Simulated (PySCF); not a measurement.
Job file and geometry (Å, from GFN2-xTB) of an NMR shielding run on `InChI=1S/C5H8NSi/c1-2-3-4-7-5-6/h2-3,7H,4H2,1H3/q-1/b3-2-`, PySCF, GIAO PBE0/pcSseg-1 NMR shielding, non-relativistic, gas phase; density fitting, a coarse starting grid and PySCF grid level 2 are the driver's defaults:

```
$ OMP_NUM_THREADS=1 python probes_run.py task.json out

{"job": {"kind": "nmr", "xc": "PBE0", "basis": "pcSseg-1"}, "charge": -1, "multiplicity": 1}
C     -2.131702     0.649163    -0.010383
C     -1.023458     0.410300    -0.991948
C      0.023247    -0.399043    -0.800839
C      0.375160    -1.141894     0.406075
Si     1.639376    -0.082529     1.439111
C      3.087049     0.041566     0.306736
N      4.153753    -0.002531    -0.151492
H     -2.237113    -0.193843     0.671377
H     -1.936838     1.539687     0.595784
H     -3.084007     0.799381    -0.526137
H     -1.089300     0.990175    -1.907682
H      0.769125    -0.449296    -1.590108
H      0.856112    -2.091307     0.161647
H     -0.485578    -1.351927     1.043835
H      1.079759     1.290088     1.332113
```

**Question.** What does the program print?

**Answer.** 
```
coarse grid: 13080 points
cycle   1  E = -539.0000995083  dE =  5.775e-01  |g| = 5.167e-01  |ddm| = 3.515e+00
cycle   2  E = -538.9529575039  dE =  4.714e-02  |g| = 7.157e-01  |ddm| = 1.373e+00
cycle   3  E = -539.0710754243  dE = -1.181e-01  |g| = 2.077e-01  |ddm| = 6.916e-01
cycle   4  E = -539.0807123679  dE = -9.637e-03  |g| = 4.844e-02  |ddm| = 1.733e-01
cycle   5  E = -539.0811897577  dE = -4.774e-04  |g| = 1.619e-02  |ddm| = 5.671e-02
cycle   6  E = -539.0812586308  dE = -6.887e-05  |g| = 4.925e-03  |ddm| = 2.242e-02
cycle   7  E = -539.0812644402  dE = -5.809e-06  |g| = 1.942e-03  |ddm| = 6.601e-03
final grid: 121936 points
cycle   8  E = -539.1218470822  dE = -2.487e-05  |g| = 8.128e-03  |ddm| = 2.746e-02
cycle   9  E = -539.1218345089  dE =  1.257e-05  |g| = 1.061e-02  |ddm| = 1.737e-02
cycle  10  E = -539.1218638973  dE = -2.939e-05  |g| = 1.923e-03  |ddm| = 1.060e-02
cycle  11  E = -539.1218647501  dE = -8.528e-07  |g| = 4.718e-04  |ddm| = 1.683e-03
cycle  12  E = -539.1218647920  dE = -4.187e-08  |g| = 1.793e-04  |ddm| = 4.428e-04
cycle  13  E = -539.1218647990  dE = -7.013e-09  |g| = 4.988e-05  |ddm| = 1.854e-04
cycle  14  E = -539.1218647996  dE = -6.270e-10  |g| = 1.188e-05  |ddm| = 6.662e-05
converged SCF energy = -539.1218647996

GIAO shielding tensors (ppm)
atom      isotropic    diamagn.    paramagn.     s11        s22        s33       span
  0 C      171.689     247.824     -76.135    155.505    174.767    184.794     29.290
  1 C       82.808     255.565    -172.757     -6.019     98.337    156.106    162.125
  2 C       38.485     257.109    -218.625    -88.311     48.859    154.906    243.218
  3 C      163.035     250.802     -87.767    150.452    161.835    176.818     26.365
  4 Si     420.640     878.160    -457.520    300.267    443.184    518.469    218.202
  5 C       39.093     258.796    -219.703    -91.169    -76.856    285.303    376.472
  6 N     -107.280     341.034    -448.314   -270.910   -237.425    186.495    457.405
  7 H       29.896      31.456      -1.560     25.678     30.688     33.321      7.643
  8 H       30.074      30.331      -0.257     25.972     28.186     36.064     10.092
  9 H       30.569      29.000       1.570     26.266     28.471     36.971     10.704
 10 H       27.570      33.270      -5.699     23.964     28.181     30.567      6.603
 11 H       25.153      34.148      -8.994     22.597     24.356     28.506      5.909
 12 H       30.752      31.415      -0.663     27.393     28.313     36.551      9.159
 13 H       30.138      32.705      -2.568     25.850     30.647     33.916      8.067
 14 H       28.131      30.528      -2.396     24.525     29.532     30.336      5.811
```

**Question.** Turn these shieldings into chemical shifts. Scale: ¹³C (186.93 ppm) and ²⁹Si (349.16 ppm) and ¹H (31.72 ppm) vs TMS; NH3 for ¹⁵N (267.73 ppm) (reference shieldings calculated alike).

**Answer.** Averaging equivalent atoms: C 2: 148.4; C 5: 147.8; C 1: 104.1; C 3: 23.9; C 0: 15.2; Si 4: -71.5; N 6: 375.0; H 11: 6.56; H 10: 4.15; H 14: 3.59; H 7/8/9: 1.54; H 12/13: 1.27 ppm. Experimental scales use liquid or dissolved standards, which lie at an offset from isolated NH3 (liquid NH3: subtract about 20 ppm). Unscaled 15N shifts of sp2 nitrogen come out 20 to 40 ppm too high even then.

Size and cost of the density-fitted run: 166 basis functions, 29 s wall time on 1 thread of an Intel Xeon, shared host; peak memory 0.82 GiB.
